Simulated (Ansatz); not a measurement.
Reaction (ligand exchange at the In–C bond): `[SiH3][CH2][InH2]` + `[NH2][GaH][OH]` → `[OH][GaH][NH][InH2]` + `C[SiH3]`

Calculated with Ansatz (gas phase, PBE0-D4/def2-TZVP geometries, no zero-point term in ΔE). CCSD(T)/CBS adds triple-zeta CCSD(T) − MP2 to the extrapolated MP2 energy (def2 sets, frozen cores). This one scheme is used for every species. Functionals use def2-TZVPP. Elements past krypton have def2 core potentials. For Ga, In outer-core shells are correlated without core-valence functions, which leaves a few kJ/mol of doubt a bond. Scalar relativity is left out up to krypton. One conformer a species, not always the lowest.

`[SiH3][CH2][InH2]`:

Z-matrix (Å, degrees):
```
Si
C 1 1.860
H 1 1.491 2 110.4
H 1 1.490 2 113.1 3 120.7
H 1 1.491 2 110.4 3 -118.5
In 2 2.161 1 112.9 3 59.1
H 2 1.093 1 109.3 3 179.8
H 2 1.094 1 109.3 3 -61.5
H 6 1.726 2 119.1 1 -89.8
H 6 1.726 2 119.1 1 90.2
```

`[NH2][GaH][OH]`:

Z-matrix (Å, degrees):
```
N
Ga 1 1.813
H 1 1.005 2 123.2
H 1 1.005 2 124.9 3 180.0
O 2 1.789 1 117.7 3 -180.0
H 2 1.547 1 124.0 3 0.0
H 5 0.959 2 114.5 1 0.0
```

`[OH][GaH][NH][InH2]`:

Cartesian coordinates in Å:
```
O 2.322 -1.479 -0.275
Ga 1.192 -0.236 0.354
N -0.439 -0.246 -0.450
In -2.058 0.930 -0.117
H 3.182 -1.473 0.150
H 1.607 0.746 1.489
H -0.541 -0.951 -1.169
H -3.430 0.603 -1.092
H -1.836 2.106 1.108
```

`C[SiH3]`:

```xyz
8

C    -0.706   -0.202   -0.660
Si    0.632    0.180    0.591
H    -0.795    0.605   -1.391
H    -1.674   -0.323   -0.168
H    -0.481   -1.125   -1.199
H     1.949    0.347   -0.082
H     0.753   -0.921    1.584
H     0.322    1.437    1.325
```

```json
{"level": "LC-ωPBE", "ΔE (kcal/mol)": "-9.8"}
{"level": "MP2/def2-QZVPP", "ΔE (kcal/mol)": "-11.6"}
```

(1) What does CCSD(T)/CBS give? (An estimate is asked.)

Largest T1 diagnostic among the species: 0.016.

Results:

(1) Computed: -11.3 kcal/mol. The listed levels differ from it by 1.5, -0.3 kcal/mol.

Leaving LDA and LC-ωPBE aside and taking each functional with its dispersion term where it has one, the values, not all of them listed here, spread over 2.4 kcal/mol, from BLYP-D4 to PBE0-D4. From r2SCAN to r2SCAN0 (25 % exact exchange), in def2-TZVPP and without D4, ΔE moves by +1.0 kcal/mol.
